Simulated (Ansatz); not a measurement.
Basis sets compared for Nb₃O₅. Total charge 0; doublet. Geometry PBE0-D4/def2-SVP. Ansatz on 2 threads of AMD EPYC 7R13 on a shared host and a share (18 GiB) of an NVIDIA H100 80GB HBM3; times are rough, and most runs start from earlier orbitals.

```csv
atom,x (Å),y (Å),z (Å)
Nb1,-0.5038,-1.1464,0.9639
Nb2,-0.9639,1.3529,-0.2711
Nb3,0.4772,-0.3976,-1.8214
O4,0.0939,2.5307,0.3167
O5,1.9768,0.3519,-1.6647
O6,0.1809,-1.9060,-0.6641
O7,-1.9094,0.1437,0.9489
O8,0.6483,-0.9292,2.1917
```

In the def2 sets Nb takes a core potential; there is no spin–orbit coupling. The structure comes from a short search, and lower isomers may exist.

Binding counts from free atoms (Nb sextet, O triplet) in the same basis, without a counterpoise term.

```
                          level  functions  energy (Eh)  HOMO (eV)  LUMO (eV)  binding per atom (eV)  wall time
                PBE-D4/def2-SVP        163    -546.8027      -4.69      -4.02                   5.98        9 s
               PBE-D4/def2-TZVP        275    -547.2928      -4.69      -3.99                   5.87       11 s
            r2SCAN-D4/def2-TZVP        275    -547.4845      -4.91      -3.79                   5.48       13 s
               PBE0-D4/def2-SVP        163    -546.6099      -5.58      -3.30                   5.35       20 s
PBE0-D4/def2-TZVP (with forces)        275    -547.1039      -5.56      -3.25                   5.28       24 s
```

Question: Estimate the rows for PBE-D4/def2-TZVPD, r2SCAN-D4/def2-TZVPD, PBE0-D4/def2-TZVPD.

Answer: 
```csv
level,functions,energy (Eh),HOMO (eV),LUMO (eV),binding per atom (eV),wall time
PBE-D4/def2-TZVPD,320,-547.2970,-4.69,-4.00,5.87,14 s
r2SCAN-D4/def2-TZVPD,320,-547.4891,-4.90,-3.77,5.48,17 s
PBE0-D4/def2-TZVPD,320,-547.1085,-5.55,-3.24,5.28,24 s
```
